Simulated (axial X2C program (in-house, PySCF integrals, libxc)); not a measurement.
# LuN: properties at the nuclei

Calculated with an in-house all-electron X2C program for linear molecules (integrals from PySCF): two-component X2C with atomic mean-field Coulomb and Gaunt terms, Gaussian nuclei, basis Lu dyall-cv3z, N dyall-av3z with contracted cores.

R = 1.811 Å (near the PBE0 minimum at charge 0 of the determinant lowest at the starting distance; the state shown can have its own minimum elsewhere).

Input and command:
```json
{"zs": [71, 7], "q": 0, "bas": ["dyall-cv3z", "dyall-av3z"], "r0": 1.91, "levels": ["PBE0", "HF", "r2SCAN", "LDA", "B3LYP"], "nst": 3}
```
```bash
python soeom.py task.json out
```

Keys: zs atomic numbers; q charge; bas basis sets; r0 starting distance in Å; levels methods; nst determinants followed.

Determinant lowest in the PBE0 search, Ω = 1 (⟨Sz⟩ = 1.00, ⟨Lz⟩ = 0.00 at PBE0), spin on the atoms Lu 0.57, N 0.42:

```tsv
level	Eeff magnitude (GV/cm)	Ws magnitude Lu (kHz)	A∥/gI Lu (MHz)	qzz Lu (a.u.)	A∥/gI N (MHz)	qzz N (a.u.)	μ (D)
PBE0	15.4	12.2	5530	-5.31	171	1.04	-5.01
HF	19.3	15.9	4750	-5.98	210	0.85	-5.12
r2SCAN	16.1	13.3	5530	-5.29	180	1.05	-4.80
LDA	15.7	13	5920	-5.29	160	1.08	-4.87
B3LYP	16.7	13.6	5740	-5.50	176	1.07	-5.11
```

Determinant 0.19 eV from it at PBE0 and this distance, Ω = 0 (closed shell), highest spinor 54% N p, 19% Lu s, 12% Lu p:

| level | qzz Lu (a.u.) | qzz N (a.u.) | μ (D) |
| --- | --- | --- | --- |
| PBE0 | -3.07 | 0.32 | -6.20 |
| r2SCAN | -3.43 | 0.27 | -5.79 |
| LDA | -4.81 | 0.34 | -5.50 |
| B3LYP | -3.58 | 0.43 | -5.87 |

Eeff is the effective electric field on the electron electric dipole moment in this Ω state and Ws the scalar–pseudoscalar constant of the nucleus named (defined with the proton number Z and per Ω); A∥ (defined per Ω) follows by multiplying with gI = μI/(I μN); qzz is the electric field gradient, eQq0 = 234.96 MHz × Q/barn × qzz; μ is positive if the N end (last atom) is positive. The operators were transformed with the bare-nucleus X2C matrices; with these basis sets, hyperfine constants and field gradients can be off by tens of per cent, and where levels differ in sign neither size nor sign is settled.

Task: With gI(175Lu) = 0.6378, Q(175Lu) = 3.49 barn, gI(14N) = 0.4038, Q(14N) = 0.02044 barn (g factors from the IAEA table of nuclear moments by Stone; Q from Pyykkö, Mol. Phys. 2018), turn the PBE0 values of the first state into constants in MHz.

Result: A∥(175Lu) = 5530 × 0.6378 = 3530 MHz; eQq0(175Lu) = 234.96 × (3.49) × (-5.31) = -4350 MHz; A∥(14N) = 171 × 0.4038 = 69 MHz; eQq0(14N) = 234.96 × (0.02044) × (1.04) = 4.99 MHz.

Each state is one determinant with collinear spin, which with several unpaired electrons need not be a pure state. Unrestricted Hartree–Fock can overshoot spin polarisation at the nuclei. A closed determinant beside an open π² or δ² triplet, such as (π1/2)², mixes with its partner pair into the 0⁺ component of the triplet and ¹Σ⁺, so its energy is not that of a level, and 0⁺ can lie lowest. With several open shells hyperfine constants can be off by a factor of several. Open-shell Ω = 0 determinants with evenly filled partner blocks cannot be reached by this program, so the Ω shown need not be the lowest component. Left out as unconverged or as another state under the same occupation: HF in at least one table. At LDA a later determinant lies lower. States lie within half an eV, so the first need not be the ground state. Further determinants of the search, some of them spin-mixed, are not shown. PBE0 term energies can be off by some tenths of an eV.
